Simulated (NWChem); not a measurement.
Species: Si2H6O3; SMILES [SiH](O)(O)[SiH2]O

```xyz
11

O      0.9110    -1.7386    -0.5521
Si    -0.6346    -1.2898    -0.0364
Si    -0.1060     0.9334     0.4770
O      1.5563     0.8810     0.5054
O     -0.7365     1.8736    -0.7445
H      1.0467    -2.6416    -0.8543
H     -1.6490    -1.4913    -1.1191
H     -1.0689    -2.1192     1.1355
H     -0.5413     1.4757     1.7966
H      1.8925     0.1106     0.0234
H     -0.6040     2.8240    -0.6678
```
Atoms are numbered in this order, from 1.

Computed with NWChem. Pople sets run with spherical d functions. Geometry: optimised at PBE0/def2-SVP. Absolute isotropic GIAO shieldings of the H sites, static isolated molecule.

| row | σ, B3LYP/6-31G* (ppm) | σ, BHandHLYP/pcSseg-1 (ppm) |
|---|---|---|
| H9 | 26.62 | 26.66 |
| H7 | 26.84 | 26.65 |
| H8 | 26.90 | 26.78 |
| H10 | 28.28 | 27.17 |
| H11 | 30.04 | withheld |
| H6 | 32.07 | 30.76 |

Fit a straight line of the last column on the one before it, predict the withheld value, and compare with the run.


1. Means of the 5 shown rows: x = 28.142, y = 27.604. Slope Σ(x − x̄)(y − ȳ)/Σ(x − x̄)² = 16.04/21.00 = 0.7637; intercept 6.112.
2. The shown rows scatter about the line by 0.276 (root mean square); the largest residual is -0.54, at H10.
3. At x = 30.04 (H11; inside the shown range) the line gives 29.05.
4. The run gives 29.17, +0.12 from the line, 0.4 times the scatter.
